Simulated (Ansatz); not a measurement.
`[CH3][GeH]([NH2])[Cl]` + `C[NH][Al]([OH])[OH]` → `C[N](C)[Al]([OH])[OH]` + `[NH2][GeH2][Cl]`  (substitution at a C–Ge bond)

Computed with Ansatz on PBE0-D4/def2-TZVP structures; ΔE is electronic, products minus reactants. CCSD(T)/CBS is the MP2 limit (def2-TZVPP, def2-QZVPP) plus CCSD(T) − MP2 in def2-TZVPP, frozen cores. DFT in def2-TZVPP. For Ge outer-core shells are correlated without core-valence functions, which leaves a few kJ/mol of doubt a bond. Scalar relativity is left out up to krypton. One conformer a species, not always the lowest.

```tsv
level	ΔE (eV)
r2SCAN-D4	0.73
CCSD/def2-TZVPP	0.75
```

Question: What does CCSD(T)/CBS give? (Estimate.)

Answer: Computed: +0.77 eV. The listed levels differ from it by -0.04, -0.02 eV.

Largest T1 diagnostic among the species: 0.011.
